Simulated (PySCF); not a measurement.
**How methods differ on the excitation energy of Sb**

Sb [Kr] 4d10 5s2 5p3 (4S) → Sb [Kr] 4d10 5s2 5p2 6s1 (4P), as a difference of total energies. Calculation: PySCF 2.14, in x2c-TZVPPall with one added diffuse shell each of s, p, d, f type (9s7p5d3f, 76 functions); scalar relativity by spin-free X2C-1e. Correlated levels: valence: [Kr] 4d10 frozen; valence and next inner shell: [Ar] 3d10 frozen. The calculations carry no spin-orbit coupling.

```tsv
method	excitation energy (cm⁻¹)
UHF	48345
PBE0	48022
r2SCAN	49930
wB97X-V	48712
TPSS	47958
CAM-B3LYP	48569
wB97X	49167
MP2 (valence)	49178
SCS-MP2 (valence)	48943
MP2 (valence and next inner shell)	49508
SCS-MP2 (valence and next inner shell)	49001
```

Q: Estimate what PBE gives.

A: 46638 cm⁻¹, closest to TPSS among the rows shown.

Q: Estimate what LDA gives.

A: 47259 cm⁻¹, closest to TPSS among the rows shown.

Errors of the correlated levels include the incompleteness of this basis and the frozen core.

The promoted electron is Rydberg-like, and one or two diffuse shells describe it only roughly, which tends to raise the upper state.

For comparison: 46690 cm⁻¹ (measured; NIST levels, between the centres of gravity of the two terms).
